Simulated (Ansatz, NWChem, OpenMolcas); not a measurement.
BaS (SMILES [S][Ba]): methods side by side

The species is BaS (2 atoms), meant as a singlet with charge 0. SMILES: `[S][Ba]`. Geometry: the measured bond length.

```xyz
2

S     0.0000    0.0000    0.0000
Ba    0.0000    0.0000    2.5074
```

Each level gives the vertical energy of the triplet above the singlet (eV). The values are calculated.

```
                              level                    kind     program  value (eV)
    TPSS/def2-TZVP (core potential)                meta-GGA  OpenMolcas        1.91
   BHLYP/def2-TZVP (core potential)           global hybrid      Ansatz           ?
  M06-2X/def2-TZVP (core potential)         hybrid meta-GGA  OpenMolcas           ?
    PBE0/def2-TZVP (core potential)           global hybrid  OpenMolcas        1.74
   wB97X/def2-TZVP (core potential)  range-separated hybrid      Ansatz        1.77
  B2PLYP/def2-TZVP (core potential)           double hybrid      NWChem        1.73
PBE-QIDH/def2-TZVP (core potential)           double hybrid      Ansatz        1.73
     MP2/def2-TZVP (core potential)     perturbation theory      NWChem        1.76
```

(1) Estimate the missing values from the other rows.

Answers

(1) As computed at these levels: BHLYP/def2-TZVP (core potential): 1.49 eV; M06-2X/def2-TZVP (core potential): 1.70 eV. Spin-orbit coupling, which can split open shells on such heavy atoms by tenths of an eV, is left out. The values span 1.49 to 1.91 eV.
